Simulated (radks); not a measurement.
The nuclear charge of the erbium ion Er+ is varied continuously with 67 electrons held in [Xe] 4f12 6s1. All-electron calculation, Dirac Kohn-Sham, LDA (Slater exchange, Perdew-Wang correlation), spin-unpolarised, spherical densities, point nucleus; open shells fill j = l - 1/2 first. Program: a radial shooting solver on a logarithmic mesh with Libxc functionals. By the Hellmann-Feynman theorem dE/dZ = E(electron-nucleus)/Z, the electronic potential at the nucleus.

Z = 67.5: E (hartree) -12854.4217; E(electron-nucleus)/Z (hartree) -470.950; HOMO 4f7/2; e(HOMO) (eV) -2.832; <r> HOMO (bohr) 0.9062
Z = 68: E (hartree) -13091.2291; E(electron-nucleus)/Z (hartree) -476.276; HOMO 6s1/2; e(HOMO) (eV) -9.329; <r> HOMO (bohr) 3.584
Z = 68.5: E (hartree) -13330.6967; E(electron-nucleus)/Z (hartree) -481.594; HOMO 6s1/2; e(HOMO) (eV) -13.224; <r> HOMO (bohr) 3.317
Z = 69: E (hartree) -13572.8243; E(electron-nucleus)/Z (hartree) -486.917; HOMO 6s1/2; e(HOMO) (eV) -17.508; <r> HOMO (bohr) 3.104

The central difference of E at Z = 68 is -476.275 hartree, to compare with the third column; the second derivative is -10.6 hartree.
